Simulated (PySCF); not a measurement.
C3H7BN2, SMILES C=C1CNB1N. Atoms are numbered in the order given.

```xyz
13

C      1.2728     1.7106     0.0000
C      0.3219     0.7784     0.0000
C     -1.2018     0.9000     0.0000
N     -1.3203    -0.5559     0.0000
B      0.0850    -0.7892     0.0000
N      0.8749    -1.9491     0.0000
H      2.3339     1.4407     0.0000
H      1.0420     2.7825     0.0000
H     -1.6185     1.3972    -0.8974
H     -1.6185     1.3972     0.8974
H     -2.1852    -1.0758     0.0000
H      1.8830    -1.9085     0.0000
H      0.4985    -2.8860     0.0000
```

The structure is a stationary point at PBE0-D3(BJ)/def2-SVP. The structure was generated by enumeration, and PubChem lists no compound with its InChIKey, so it may never have been made. Other conformers were not sampled.

These are PBE0-D3(BJ)/def2-SVP run with PySCF values and carry that method's errors.

Frequencies are harmonic and unscaled.

Computed normal modes with their intensities:
| mode | ν (cm⁻¹) | IR (km/mol) | moving atoms (share of kinetic energy) |
|---|---|---|---|
| 1 | 152 | 3.3 | N 40 %, H 30 %, C 29 % |
| 2 | 223 | 1.2 | C 33 %, H 33 %, N 32 % |
| 3 | 243 | 37.6 | H 41 %, C 39 %, B 15 % |
| 4 | 321 | 166.0 | H 82 %, N 18 % |
| 5 | 400 | 0.1 | H 40 %, C 32 %, B 14 %, N 13 % |
| 6 | 460 | 74.8 | H 90 % |
| 7 | 497 | 44.0 | H 72 %, N 13 %, B 10 % |
| 8 | 615 | 0.1 | H 53 %, B 25 %, C 20 % |
| 9 | 629 | 0.3 | N 47 %, C 34 %, H 12 % |
| 10 | 712 | 0.8 | C 44 %, H 29 %, N 17 %, B 10 % |
| 11 | 737 | 4.9 | H 67 %, B 26 % |
| 12 | 865 | 0.3 | H 54 %, N 43 % |
| 13 | 893 | 0.4 | C 50 %, H 47 % |
| 14 | 935 | 35.7 | H 74 %, C 26 % |
| 15 | 1026 | 0.4 | H 59 %, C 39 % |
| 16 | 1041 | 8.0 | H 48 %, C 29 %, N 22 % |
| 17 | 1135 | 24.5 | H 41 %, C 34 %, B 15 %, N 9 % |
| 18 | 1154 | 0.1 | H 90 % |
| 19 | 1206 | 47.3 | C 34 %, H 31 %, B 24 %, N 11 % |
| 20 | 1264 | 57.1 | H 44 %, C 25 %, N 21 %, B 10 % |
| 21 | 1327 | 26.5 | H 52 %, B 18 %, C 15 %, N 15 % |
| 22 | 1431 | 14.6 | H 83 %, C 13 % |
| 23 | 1474 | 70.0 | H 77 %, B 12 %, C 9 % |
| 24 | 1519 | 27.9 | H 71 %, B 18 %, N 9 % |
| 25 | 1623 | 374.5 | H 38 %, B 34 %, N 26 % |
| 26 | 1790 | 25.9 | C 91 % |
| 27 | 3007 | 80.7 | H 95 % |
| 28 | 3057 | 44.6 | H 90 %, C 10 % |
| 29 | 3138 | 16.1 | H 94 % |
| 30 | 3232 | 10.2 | H 89 %, C 11 % |
| 31 | 3659 | 49.6 | H 96 % |
| 32 | 3698 | 29.5 | H 93 % |
| 33 | 3766 | 35.4 | H 91 %, N 9 % |
